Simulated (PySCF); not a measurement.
C2H5AlCl2O, SMILES C(C)[O][Al]([Cl])[Cl]. Geometry: PBE-D3(BJ)/def2-SVP. The values are those of a single conformer.

Q: Give the equilibrium geometry at PBE-D3(BJ)/def2-SVP (PySCF confirms it by a frequency run) as Cartesian coordinates in Å. (An estimate is asked for; the answer gives what the named calculation found.)

A: One answer among several that fit: 
```xyz
11

Al    -0.1113     0.4663     0.1617
Cl     1.2919     0.9292    -1.3356
Cl    -1.5448     1.8772     0.7390
O     -0.1139    -1.0413     0.9441
C      0.5722    -2.2626     0.7318
C      0.1693    -2.9242    -0.5800
H      1.6755    -2.1014     0.7499
H      0.3327    -2.9332     1.5867
H      0.4495    -2.2863    -1.4447
H      0.6761    -3.9030    -0.7040
H     -0.9259    -3.0955    -0.6108
```
